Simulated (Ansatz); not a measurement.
Calculated with Ansatz (gas phase, PBE0-D4/def2-TZVP geometries, no zero-point term in ΔE). CCSD(T)/CBS adds triple-zeta CCSD(T) − MP2 to the extrapolated MP2 energy (def2 sets, frozen cores). This one scheme is used for every species. Functionals use def2-TZVPP. B3LYP here is the variant with VWN-RPA as its local correlation; programs differ in this. Each species was taken in one conformer, which may not be the lowest.

Reaction (ligand exchange at the Si–C bond): `OC[SiH](O)[SiH3]` + HCl → `O[SiH]([SiH3])Cl` + CH₃OH

`OC[SiH](O)[SiH3]`:

Cartesian coordinates in Å:
```
O -2.274 1.331 0.474
C -1.339 0.313 0.803
Si 0.284 0.588 -0.120
O -0.114 0.895 -1.707
Si 1.733 -1.250 0.087
H -2.240 1.469 -0.478
H -1.749 -0.688 0.596
H -1.174 0.362 1.884
H 0.924 1.837 0.367
H -0.185 0.147 -2.300
H 1.148 -2.434 -0.607
H 1.924 -1.601 1.521
H 3.062 -0.969 -0.519
```

HCl:

Z-matrix (Å, degrees):
```
Cl
H 1 1.279
```

`O[SiH]([SiH3])Cl`:

Cartesian coordinates in Å:
```
O 1.295 -1.179 0.813
Si 0.547 -0.484 -0.469
Si -0.963 1.087 0.371
Cl -0.505 -1.899 -1.551
H 1.954 -1.855 0.645
H 1.537 0.067 -1.431
H -0.245 2.131 1.148
H -1.953 0.405 1.245
H -1.667 1.727 -0.772
```

CH₃OH:

```xyz
6

C    -0.092   -0.339    0.057
O     0.304    0.789   -0.688
H    -0.181   -1.170   -0.643
H    -1.065   -0.198    0.544
H     0.646   -0.615    0.822
H     0.387    1.535   -0.092
```

```json
{"level": "PBE-D4", "ΔE (kJ/mol)": "-115.7", "difference from CCSD(T)/CBS": "8.9"}
{"level": "r2SCAN-D4", "ΔE (kJ/mol)": "-123.3", "difference from CCSD(T)/CBS": "1.3"}
{"level": "ωB97X-V", "ΔE (kJ/mol)": "-124.1", "difference from CCSD(T)/CBS": "0.5"}
{"level": "ωB97M-V", "ΔE (kJ/mol)": "-123.7", "difference from CCSD(T)/CBS": "0.9"}
{"level": "r2SCAN", "ΔE (kJ/mol)": "-124.3", "difference from CCSD(T)/CBS": "0.3"}
{"level": "B3LYP", "ΔE (kJ/mol)": "-127.6", "difference from CCSD(T)/CBS": "-3.0"}
{"level": "CCSD/def2-TZVPP", "ΔE (kJ/mol)": "-123.4", "difference from CCSD(T)/CBS": "1.2"}
{"level": "CCSD(T)/def2-TZVPP", "ΔE (kJ/mol)": "-120.7", "difference from CCSD(T)/CBS": "3.9"}
{"level": "SCS-MP2/def2-QZVPP", "ΔE (kJ/mol)": "-130.5", "difference from CCSD(T)/CBS": "-5.9"}
{"level": "HF/CBS(def2)", "ΔE (kJ/mol)": "-145.3", "difference from CCSD(T)/CBS": "-20.7"}
{"level": "CCSD(T)/CBS", "ΔE (kJ/mol)": "-124.6", "difference from CCSD(T)/CBS": "0"}
```

Largest T1 diagnostic among the species: 0.012.

The D4 term adds +3.3 kJ/mol with B3LYP and +2.1 kJ/mol with PBE0; it sums over pairs of atoms, weighted by their polarisabilities, and B3LYP, whose exchange is more repulsive, gets the larger term. In def2-TZVPP, CCSD(T) changes the Hartree–Fock value by +24.1 kJ/mol (the triples alone add +2.7 kJ/mol) and MP2 by +17.5 kJ/mol. From PBE to PBE0 (25 % exact exchange), in def2-TZVPP and without D4, ΔE moves by −6.0 kJ/mol.
